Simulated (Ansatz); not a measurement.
Cost and result for the atomization energy of CHClNSn, SMILES `N#[C][SnH][Cl]` radical (5 atoms, 4 bonds).

Charge 0, multiplicity 2. Correlated methods include outer-core shells of Sn, which these sets cover unevenly. Sn takes the def2 core potential. Geometry: relaxed with PBE0-D4/def2-TZVP. Program: Ansatz. All runs use 4 threads of an Arm Neoverse V2 on a shared host. Times are those of one run each, without the atoms' runs, and a repeat can differ threefold. Electronic energies, without spin–orbit coupling; frozen cores. CCSD(T)/CBS adds CCSD(T) − MP2 in def2-TZVPP to the MP2 limit, and its time is that of the two runs behind it. T1 = 0.016; ⟨S²⟩ of the reference is 0.76. With those shells the extrapolation isn't a true limit. HSE06 is the plane-wave form, built on full-range PBE exchange.

CCSD(T)/CBS is a level of theory with its own doubt, some kJ/mol a heavy atom from the limit and from the frozen cores, so smaller differences don't rank the functionals.

```csv
level,functions,wall time
BLYP-D4/def2-TZVPP,168,1.6 s
PBE0-D4/def2-TZVPP,168,2.4 s
BHLYP-D4/def2-TZVPP,168,2.6 s
HSE06-D4/def2-TZVPP,168,2.9 s
CAM-B3LYP-D4/def2-TZVPP,168,3 s
PBE-QIDH/def2-TZVPP,168,3.7 s
B2PLYP/def2-TZVPP,168,3.8 s
CCSD(T)/def2-SVP,77,4.6 s
r2SCANh-D4/def2-TZVPP,168,4.9 s
ωB97M-V/def2-TZVPP (with forces),168,9 s
MP2/def2-QZVPP,296,13 s
CCSD(T)/def2-TZVPP,168,110 s
CCSD(T)/CBS(def2),–,2.1 min
```

Task: What atomization energy does each give, and how far from CCSD(T)/CBS? (Estimate.)

Result: The calculation gave: 
```csv
level,atomization (kcal/mol),difference from CCSD(T)/CBS,per bond
BLYP-D4/def2-TZVPP,407.8,6.4,1.6
PBE0-D4/def2-TZVPP,401.7,0.3,0.1
BHLYP-D4/def2-TZVPP,377.7,-23.7,-5.9
HSE06-D4/def2-TZVPP,402.0,0.6,0.2
CAM-B3LYP-D4/def2-TZVPP,399.7,-1.7,-0.4
PBE-QIDH/def2-TZVPP,395.5,-5.9,-1.5
B2PLYP/def2-TZVPP,396.5,-4.9,-1.2
CCSD(T)/def2-SVP,366.8,-34.6,-8.6
r2SCANh-D4/def2-TZVPP,395.0,-6.4,-1.6
ωB97M-V/def2-TZVPP (with forces),402.9,1.5,0.4
MP2/def2-QZVPP,408.7,7.3,1.8
CCSD(T)/def2-TZVPP,386.3,-15.1,-3.8
CCSD(T)/CBS(def2),401.4,0.0,0.0
```

From r2SCAN to r2SCAN0 (25 % exact exchange), in def2-TZVPP and without D4, the atomization energy moves by −15.4 kcal/mol: exact exchange takes away binding that semilocal exchange gives to molecules. Leaving LDA and LC-ωPBE aside and taking each functional with its dispersion term where it has one, the values, not all of them listed here, spread over 42.1 kcal/mol, from BHLYP-D4 to PBE-D4. LDA lies +56.1 kcal/mol from PBE without D4, its usual overbinding. At CCSD(T), def2-SVP lies −34.6 kcal/mol from the extrapolated value and def2-TZVPP −15.1 kcal/mol: correlation converges slowly with the basis, and small sets miss more of it in the bonded molecule than in its fragments.

Spin–orbit coupling would lower the free Sn atoms strongly, and the atomization energy with them, by more than many differences here. For some Ge, Se and Sn compounds the MP2-based and the directly extrapolated limit differ by 10 to 25 kJ/mol.
